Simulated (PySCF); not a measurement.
Molecule: C$_{3}$H$_{8}$BO, charge 0, multiplicity 2. It need not be the lowest isomer of its formula. SMILES: CB(C)O[CH2]
Coordinates optimised at B3LYP-D3(BJ)/def2-TZVP (Ansatz):
```xyz
13

C      1.9857     0.1765     0.0518
O      0.8674    -0.5453    -0.1655
B     -0.4275    -0.0863    -0.0258
C     -1.5601    -1.1231    -0.3382
C     -0.7119     1.3954     0.4223
H      1.9189     1.2076     0.3635
H      2.9167    -0.3421    -0.1056
H     -1.1821    -2.1020    -0.6344
H     -2.2127    -0.7472    -1.1341
H     -2.2114    -1.2512     0.5335
H     -1.7781     1.6125     0.4887
H     -0.2681     2.1148    -0.2746
H     -0.2668     1.6086     1.4003
```
Charge 0, spin multiplicity 2.

Dispersion corrections to the total energy (kcal/mol) from the dftd3 and dftd4 libraries through PySCF: D3(BJ) without and D4 with the three-body term, each with the damping fitted for the functional named.

```csv
functional,D3(BJ),D4
TPSS,-6.54,-6.81
TPSSh,-5.98,-6.20
revPBE,-13.46,-17.07
PBE,-5.27,-5.04
B2PLYP,[?],-3.53
PBE0,[?],-4.23
PW6B95,[?],-4.31
```

Question: What belongs in the gaps?

Answer: 
- B2PLYP, D3(BJ): -4.00
- PBE0, D3(BJ): -4.49
- PW6B95, D3(BJ): -2.47
